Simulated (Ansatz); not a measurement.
Computed with Ansatz on PBE0-D4/def2-TZVP structures; ΔE is electronic, products minus reactants. CCSD(T)/CBS is the MP2 limit (def2-TZVPP, def2-QZVPP) plus CCSD(T) − MP2 in def2-TZVPP, frozen cores. Functionals use def2-TZVPP. For Br, Se outer-core shells are correlated without core-valence functions, which leaves a few kJ/mol of doubt a bond. Scalar relativity is left out up to krypton. Each species was taken in one conformer, which may not be the lowest.

Reaction (ligand exchange at the Si–Se bond): `OC[SiH2][SeH]` + HBr → `OC[SiH2]Br` + H₂Se

```csv
level,ΔE (kJ/mol),difference from CCSD(T)/CBS
LDA (SPW92),-38.5,-0.8
BLYP-D4,-37.6,0.1
r2SCAN0-D4,-39.2,-1.5
PBE-QIDH,-38.1,-0.4
PBE0,-37.8,-0.1
r2SCANh,-39.9,-2.2
r2SCAN0,-39.7,-2.0
CCSD/def2-SVP,-38.1,-0.4
HF/def2-TZVPP,-42.3,-4.6
MP2/def2-TZVPP,-37.2,0.5
CCSD(T)/CBS,-37.7,0
```

Largest T1 diagnostic among the species: 0.010.

Leaving LDA and LC-ωPBE aside and taking each functional with its dispersion term where it has one, the values, not all of them listed here, spread over 5.7 kJ/mol, from B97M-V to revPBE-D4. In def2-TZVPP, CCSD(T) changes the Hartree–Fock value by +5.8 kJ/mol (the triples alone add +0.4 kJ/mol) and MP2 by +5.1 kJ/mol.
